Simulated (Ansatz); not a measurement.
Isolated molecules relaxed with PBE0-D4/def2-TZVP in Ansatz; ΔE leaves out vibrations. CBS: MP2 limit from def2 TZ/QZ plus the TZ coupled-cluster correction, frozen cores. This one scheme is used for every species. DFT in def2-TZVPP. B3LYP here is the variant with VWN-RPA as its local correlation; programs differ in this. HSE06 is defined as in plane-wave codes. def2 core potentials past Kr. For Te outer-core shells are correlated without core-valence functions, which leaves a few kJ/mol of doubt a bond. One conformer a species, not always the lowest.

Reaction (formal exchange of groups at a Te–C bond): `C=C[Te][SiH3]` + `C[SiH3]` → `C[SiH2][Te][SiH3]` + `C=C`

| level | ΔE (kcal/mol) | difference from CCSD(T)/CBS |
| --- | --- | --- |
| revPBE-D4 | -23.3 | 1.2 |
| B97M-V | -23.1 | 1.4 |
| B3LYP-D4 | -23.7 | 0.8 |
| HSE06-D4 | -25.4 | -0.9 |
| BHLYP-D4 | -25.5 | -1.0 |
| ωB97X-V | -24.2 | 0.3 |
| PBE0 | -24.7 | -0.2 |
| B3LYP | -22.5 | 2.0 |
| CAM-B3LYP | -22.8 | 1.7 |
| LC-ωPBE | -24.6 | -0.1 |
| MP2/def2-SVP | -24.4 | 0.1 |
| CCSD/def2-SVP | -24.4 | 0.1 |
| HF/def2-TZVPP | -24.8 | -0.3 |
| MP2/def2-QZVPP | -24.7 | -0.2 |
| SCS-MP2/def2-QZVPP | -23.6 | 0.9 |
| MP2/CBS(def2) | -25.3 | -0.8 |
| CCSD(T)/CBS | -24.5 | 0 |

Task: What do rigid-rotor, harmonic-oscillator terms from PBE0-D4/def2-TZVP frequencies (298.15 K, 1 bar) make of the CCSD(T)/CBS value? (Estimate.)

Result: Computed: ΔZPE = +1.7 kcal/mol, ΔH = -22.5 kcal/mol, ΔS = 3 J/(mol·K), ΔG = -22.7 kcal/mol. Modes under 50 cm⁻¹ make the entropy rough.

Largest T1 diagnostic among the species: 0.011.

Leaving LDA and LC-ωPBE aside and taking each functional with its dispersion term where it has one, the values, not all of them listed here, spread over 3.6 kcal/mol, from r2SCAN0-D4 to BLYP-D4. From PBE to PBE0 (25 % exact exchange), in def2-TZVPP and without D4, ΔE moves by −1.5 kcal/mol.
